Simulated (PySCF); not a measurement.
SeCl4, SMILES Cl[Se](Cl)(Cl)Cl.

Geometry: PBE-D3(BJ)/def2-SVP. The isomer is the one that the SMILES or the coordinates give; other isomers of the formula were not compared.

Level of theory: PySCF with PBE-D3(BJ)/def2-SVP.

Frequencies are harmonic and unscaled.

```csv
mode,ν (cm⁻¹),IR (km/mol),Raman (Å⁴/amu),depolarisation,moving atoms (share of kinetic energy)
1,65,0.9,3.1,0.49,Cl 95 %
2,92,1.4,2.1,0.75,"Cl 77 %, Se 23 %"
3,137,0.0,8.7,0.75,Cl 100 %
4,140,1.0,7.5,0.31,"Cl 73 %, Se 27 %"
5,164,0.2,6.6,0.75,"Cl 89 %, Se 11 %"
6,269,8.7,30.4,0.41,Cl 96 %
7,334,213.6,1.2,0.75,"Se 51 %, Cl 49 %"
8,347,69.3,9.1,0.75,"Cl 62 %, Se 38 %"
9,358,23.5,33.7,0.01,"Cl 71 %, Se 29 %"
```
